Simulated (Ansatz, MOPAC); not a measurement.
## How methods differ on AlICl2 (SMILES [Cl][Al]([Cl])[I])

AlICl2 has 4 atoms, charge 0, and is taken as a singlet. SMILES: `[Cl][Al]([Cl])[I]`. Geometry: relaxed at PBE0-D4/def2-TZVP.

Quantity: the HOMO–LUMO gap, in eV. The values are calculated.

```csv
level,kind,program,value (eV),CPU time
AM1,semi-empirical,MOPAC,9.02,under 2 s
HF/def2-SVP (core potential),Hartree–Fock,Ansatz,12.29,2.8 s
SVWN5/def2-SVP (core potential),LDA,Ansatz,4.66,3.9 s
PBE/def2-SVP (core potential),GGA,Ansatz,4.77,6.1 s
r2SCAN/def2-SVP (core potential),meta-GGA,Ansatz,5.46,15 s
B3LYP/def2-SVP (core potential),global hybrid,Ansatz,6.26,8.1 s
PBE0/def2-SVP (core potential),global hybrid,Ansatz,6.76,7.9 s
CAM-B3LYP/def2-SVP (core potential),range-separated hybrid,Ansatz,8.99,8.7 s
B2PLYP/def2-SVP (core potential),double hybrid,Ansatz,8.83,14 s
```

The values span 4.66 to 12.29 eV. Orbital gaps aren't excitation energies, and those of double hybrids come from the SCF part alone; they tend to grow with the share of exact exchange. Times are those of the runs behind each value, whatever else they computed, on shared processors of several kinds: orders of magnitude only.
